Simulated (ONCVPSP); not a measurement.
What one change does to a pseudopotential (Zn (Z = 30), ONCV)

ONCVPSP 4.0.1 input, shortened (lines: element, Z, core and valence counts, functional; n l f; lmax; l rc ep ncon nbas qcut; lloc lpopt rc5 dvloc0; l nproj debl; icmod fcfact rcfact), PBEsol, scalar-relativistic:

```
  Zn 30.00    5    2  -116133      upf
    1    0    2.00
    2    0    2.00
    2    1    6.00
    3    0    2.00
    3    1    6.00
    3    2   10.00
    4    0    2.00
    2
    0    1.80    0.00    3    8    3.50
    1    1.70    0.19    4    8    4.20
    2    0.70    0.00    4    7   14.60
    4    2    0.55    0.00
    0    2    2.80
    1    2    1.40
    2    2    2.50
    3    3.75    1.75
```

All-electron outer shells of the reference configuration (PBEsol, scalar-relativistic, ld1.x):

```csv
shell,level (eV),outermost node (bohr),outermost maximum (bohr)
3p,-83.26,0.25,0.59
3d,-10.17,–,0.56
4s,-6.00,0.85,2.09
```

Change: all radii but the core radius scaled by about 0.94 (s 1.70, p 1.60, d 0.66 bohr); local potential polynomial inside 0.52 bohr (lpopt 2, dvloc0 0 Ha).

Cutoffs: the cutoffs (Ha) at which the residual kinetic energy of the hardest occupied pseudo-wave falls to 1 and 0.1 mHa per electron; they do not see the model core or the augmentation charge, which bear on the density cutoff. Errors are all-electron minus pseudo energies relative to the spin-unpolarised reference configuration.

What does the change do?

The potential gets harder (327 Ha and 380 Ha → 379 Ha and 439 Ha); the bound ghosts move from s to p, s; the lowest positive-energy flag moves from p at 20.9 eV to none; the errors of the 4 common tests hardly move. A smaller radius makes the pseudo-wave follow the all-electron one further in, where it bends more sharply, so more plane waves are needed.

```csv
quantity,base,changed
"cutoff, loose",327 Ha,379 Ha
"cutoff, tight",380 Ha,439 Ha
loose cutoff by channel,"s 5.8 Ha, d 327 Ha","s 5.9 Ha, d 379 Ha"
bound ghosts,s,"s, p"
GHOST(+) flags under 300 eV,p at 20.9 eV,none
"error for 3d10 4s1, meV [ΔE 9.90 eV]",-16,-17
"error for 3d10 4s0, meV [ΔE 28.25 eV]",-140,-141
"error for 3d9 4s0, meV [ΔE 68.76 eV]",-373,-359
"error for 3d10 4s1.5, meV [ΔE 3.95 eV]",-2.7,-2.9
"rms error of d²Exc/dni dnj with the model core, mHa",1.38,1.39
```

 A true bound ghost makes a file unfit for plane-wave use even where its test errors are small: the radial tests pick states by their node count and pass the ghost by.
